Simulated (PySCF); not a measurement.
CaCl$_{2}$, singlet, at a GFN2-xTB geometry (such geometries of metal compounds can be far from the true shape); PySCF with SCAN/3-21G.

Input for PySCF:
```python
from pyscf import gto, scf, dft

mol = gto.Mole()
mol.atom = '''
    Ca    0.20833325   -0.77248415   -0.00231624
    Cl    1.27221329    0.83465715   -1.36523888
    Cl   -1.51731124    0.07414773    1.36796387
'''
mol.basis = '3-21g'
mol.verbose = 4
mol.build()

mf = dft.RKS(mol)
mf.xc = 'scan'
mf.kernel()
```

Question: What does PySCF print? Leave out banner, timings and long lists.

Answer: 
```
PySCF version 2.14.0

[INPUT] verbose = 4
[INPUT] num. atoms = 3
[INPUT] num. electrons = 54
[INPUT] charge = 0
[INPUT] spin (= nelec alpha-beta = 2S) = 0
[INPUT] symmetry False subgroup None
[INPUT] Mole.unit = angstrom
[INPUT] Symbol           X                Y                Z      unit          X                Y                Z       unit  Magmom
[INPUT]  1 Ca     0.208333250000  -0.772484150000  -0.002316240000 AA    0.393692785141  -1.459783479067  -0.004377059239 Bohr   0.0
[INPUT]  2 Cl     1.272213290000   0.834657150000  -1.365238880000 AA    2.404134690132   1.577273421410  -2.579927577808 Bohr   0.0
[INPUT]  3 Cl    -1.517311240000   0.074147730000   1.367963870000 AA   -2.867302689324   0.140118902458   2.585077062600 Bohr   0.0

nuclear repulsion = 190.875351185496
number of shells = 23
number of NR pGTOs = 93
number of NR cGTOs = 43
basis = 3-21g
ecp = {}

******** <class 'pyscf.dft.rks.RKS'> ********
method = RKS
initial guess = minao
damping factor = 0
level_shift factor = 0
DIIS = <class 'pyscf.scf.diis.CDIIS'>
diis_start_cycle = 1
diis_space = 8
diis_damp = 0
SCF conv_tol = 1e-09
SCF conv_tol_grad = None
SCF max_cycles = 50
direct_scf = True
direct_scf_tol = 1e-13
XC library pyscf.dft.libxc version 7.1.2
    S. Lehtola, C. Steigemann, M. J. T. Oliveira, and M. A. L. Marques,  SoftwareX 7, 1–5 (2018)
XC functionals = scan
    J. Sun, A. Ruzsinszky, and J. P. Perdew,  Phys. Rev. Lett. 115, 036402 (2015)
    J. Sun, A. Ruzsinszky, and J. P. Perdew,  Phys. Rev. Lett. 115, 036402 (2015)
radial grids:
    Treutler-Ahlrichs [JCP 102, 346 (1995); DOI:10.1063/1.469408] (M4) radial grids

becke partition: Becke, JCP 88, 2547 (1988); DOI:10.1063/1.454033
pruning grids: <function nwchem_prune>
grids dens level: 3
symmetrized grids: False
atomic radii adjust function: <function treutler_atomic_radii_adjust>
small_rho_cutoff = 0
Set gradient conv threshold to 3.16228e-05
Initial guess from minao.
tot grids = 58184
init E= -1589.48694004039
  HOMO = -0.381211485880915  LUMO = -0.109127833598727  gap/eV = 7.40377
cycle= 1 E= -1590.32175310381  delta_E= -0.835  |g|= 0.483  |ddm|= 1.91
  HOMO = -0.162810789439401  LUMO = -0.0967602260090061  gap/eV = 1.79733
cycle= 2 E= -1590.25059505197  delta_E= 0.0712  |g|= 0.679  |ddm|= 1.97
  HOMO = -0.256577607786226  LUMO = -0.111377653935603  gap/eV = 3.95109
cycle= 3 E= -1590.40215157222  delta_E= -0.152  |g|= 0.0137  |ddm|= 1.18
  HOMO = -0.250802334154674  LUMO = -0.117057425423058  gap/eV = 3.63938
cycle= 4 E= -1590.40239911438  delta_E= -0.000248  |g|= 0.00765  |ddm|= 0.0939
  HOMO = -0.252379853886026  LUMO = -0.11780768463003  gap/eV = 3.66190
cycle= 5 E= -1590.402418811  delta_E= -1.97e-05  |g|= 0.000387  |ddm|= 0.0144
  HOMO = -0.252465582696264  LUMO = -0.117952949773829  gap/eV = 3.66028
cycle= 6 E= -1590.40241884844  delta_E= -3.74e-08  |g|= 0.000166  |ddm|= 0.000856
  HOMO = -0.252469999619866  LUMO = -0.117959963820323  gap/eV = 3.66020
cycle= 7 E= -1590.40241885712  delta_E= -8.67e-09  |g|= 1.88e-05  |ddm|= 0.000286
  HOMO = -0.25247237072273  LUMO = -0.117962648806893  gap/eV = 3.66020
cycle= 8 E= -1590.40241885723  delta_E= -1.14e-10  |g|= 1.67e-07  |ddm|= 3.25e-05
  HOMO = -0.252472444195451  LUMO = -0.117962671653905  gap/eV = 3.66020
Extra cycle  E= -1590.40241885723  delta_E= 2.96e-12  |g|= 1.75e-07  |ddm|= 5.99e-07
converged SCF energy = -1590.40241885723
```
